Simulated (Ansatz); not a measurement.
C$_{2}$H$_{7}$AlBN, SMILES `BN[CH]1[CH2][AlH]1`. Charge 0, multiplicity 1. Geometry: relaxed with PBE0-D4/def2-TZVP. It is one conformer, not always the lowest.

```xyz
12

B     0.810   -1.131    1.001
N     1.218   -0.138    0.154
C     0.298    0.919   -0.236
C    -0.743    0.346   -1.254
Al   -1.357    0.344    0.575
H     1.392   -2.137    1.258
H    -0.296   -0.967    1.553
H     2.054   -0.252   -0.407
H     0.803    1.846   -0.494
H    -0.399   -0.457   -1.904
H    -1.227    1.137   -1.836
H    -2.552    0.490    1.589
```

(1) What is the dipole moment at B3LYP/def2-TZVPP? (Estimate.)

(2) And with PBE, r2SCAN, ωB97M-V? (Estimate.)

(3) Give the Mulliken charges with B3LYP, r2SCAN, PBE in def2-TZVPP. (Best estimate.)

Answers

(1) The calculation gave: 0.97 D, with components (0.94, -0.13, -0.21) D in this frame, pointing from negative to positive charge.

(2) Ansatz gave: PBE 1.13 D, r2SCAN 1.10 D, ωB97M-V 0.97 D.

(3) Ansatz gave: 
```json
{"atom": "B1", "B3LYP": "-0.05", "r2SCAN": "0.02", "PBE": "-0.07"}
{"atom": "N2", "B3LYP": "-0.11", "r2SCAN": "-0.11", "PBE": "-0.06"}
{"atom": "C3", "B3LYP": "-0.07", "r2SCAN": "-0.10", "PBE": "-0.08"}
{"atom": "C4", "B3LYP": "-0.31", "r2SCAN": "-0.30", "PBE": "-0.27"}
{"atom": "Al5", "B3LYP": "0.30", "r2SCAN": "0.36", "PBE": "0.22"}
{"atom": "H6", "B3LYP": "0.04", "r2SCAN": "0.01", "PBE": "0.02"}
{"atom": "H7", "B3LYP": "-0.05", "r2SCAN": "-0.07", "PBE": "-0.03"}
{"atom": "H8", "B3LYP": "0.15", "r2SCAN": "0.16", "PBE": "0.16"}
{"atom": "H9", "B3LYP": "0.08", "r2SCAN": "0.04", "PBE": "0.07"}
{"atom": "H10", "B3LYP": "0.07", "r2SCAN": "0.04", "PBE": "0.06"}
{"atom": "H11", "B3LYP": "0.06", "r2SCAN": "0.05", "PBE": "0.06"}
{"atom": "H12", "B3LYP": "-0.10", "r2SCAN": "-0.11", "PBE": "-0.08"}
```

B3LYP here is the variant with VWN-RPA as its local correlation; programs differ in this.
